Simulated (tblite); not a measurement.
Species: C4H8N2OSi.
Geometry (GFN2-xTB, Å), atoms numbered from 1 in this order:
```xyz
16
C4H8N2OSi angstrom
C      2.9321   -0.2762    0.1713
C      1.4836   -0.0898   -0.1074
C      0.4077   -0.3431    0.6887
N     -0.7223   -0.0022   -0.0192
Si    -2.3888   -0.1765    0.4963
O     -3.3415    0.6223   -0.5345
C     -0.2512    0.4353   -1.2219
N      1.0405    0.4021   -1.3084
H      3.3605   -0.9856   -0.5349
H      3.4588    0.6690    0.0538
H      3.0760   -0.6458    1.1833
H      0.3375   -0.7279    1.6849
H     -2.8264   -1.5525    0.3337
H     -2.4385    0.3662    1.8516
H     -3.2309    1.5462   -0.7452
H     -0.9049    0.7673   -2.0036
```

Computed values, GFN2-xTB/tblite, gas phase, harmonic and unscaled. This tight-binding method is rough: wavenumbers can miss measured ones by several per cent, in bad cases by 10 to 20. Modes of hydrogen on silicon can be 10 to 20 % off. One conformer, not necessarily the lowest.

Harmonic wavenumbers (cm⁻¹): 41.0, 54.9, 103.0, 128.6, 223.8, 268.5, 279.7, 353.3, 463.4, 540.4, 585.7, 615.9, 642.3, 702.9, 743.9, 759.6, 770.4, 780.9, 808.5, 922.5, 988.6, 997.9, 1020.7, 1035.8, 1105.4, 1166.0, 1267.6, 1314.6, 1368.6, 1396.5, 1466.1, 1480.1, 1510.0, 1593.7, 2281.5, 2355.4, 3012.6, 3026.7, 3043.3, 3165.9, 3175.2, 3654.8.

A = 5683, B = 949.6, C = 830.3 MHz; mass 128.041 u (most abundant isotopes); point group C1, symmetry number 1.

Problem. Zero-point energy?

Solution. Half the sum of the wavenumbers: 25608 cm⁻¹ = 73.22 kcal/mol.

Problem. What is S at 400 K and 1 bar for an ideal gas of classical rigid rotors and harmonic oscillators?

Solution. Translation 41.94, rotation 29.54, vibration 36.63: S = 108.1 cal/(mol K).

Problem. And Cp and H(400 K) − H(0)?

Solution. Cp = 44.40 cal/(mol K), of which vibrations give 36.45 (their classical limit is 42 R = 83.5); H(400 K) − H(0) = 10.62 kcal/mol without the zero-point energy, 7.44 from vibrations.

Problem. What must be added to the electronic energy to get the Gibbs energy at 400 K and 1 bar?

Solution. ZPE + [H(400 K) − H(0)] − T·S = 73.22 + 10.62 − 43.24 = 40.60 kcal/mol.

Problem. Blend soft modes into free rotors: weight 1/[1 + (100 cm⁻¹/ν̃)⁴] for the oscillator and the rest for a rotor with moment μB/(μ + B), μ = h/(8π²ν), B = 10⁻⁴⁴ kg m². What vibrational entropy results?

Solution. 33.00 cal/(mol K) in place of 36.63, which changes −T·S at 400 K by +1.45 kcal/mol.

Problem. How do the functions run with temperature in this model?

Solution. 
```
 T (K)  S (cal/(mol K))  Cp (cal/(mol K))  H − H(0) (kcal/mol)  G − H(0) (kcal/mol)  ln q(vib)
   150             77.2              21.8                 2.28                -9.30       3.17
   250             90.5              31.1                 4.92               -17.71       5.55
298.15             96.4              35.7                 6.53               -22.21       6.69
   600            128.7              57.0                20.85               -56.36      13.68
   900            154.2              68.5                39.85               -98.94      20.10
```

q(vib) and H(0) count from the zero-point level.

Problem. Which modes carry the vibrational entropy at 400 K?

Solution. 41.0 cm⁻¹: 5.79; 54.9 cm⁻¹: 5.21; 103.0 cm⁻¹: 3.97; 128.6 cm⁻¹: 3.54; 223.8 cm⁻¹: 2.47; 268.5 cm⁻¹: 2.13 cal/(mol K); the other 36 give 13.51 together.

Hindered rotation and anharmonicity are outside this model. Other conformers, if any are populated, would add a mixing term that is left out. The structure is chiral; the term R ln 2 for an equal mix with its mirror image is left out.

Hardware: one thread of an Arm Neoverse V2, shared host. Cost: 0.45 s of wall time. This covers the Hessian and the dipole derivatives.
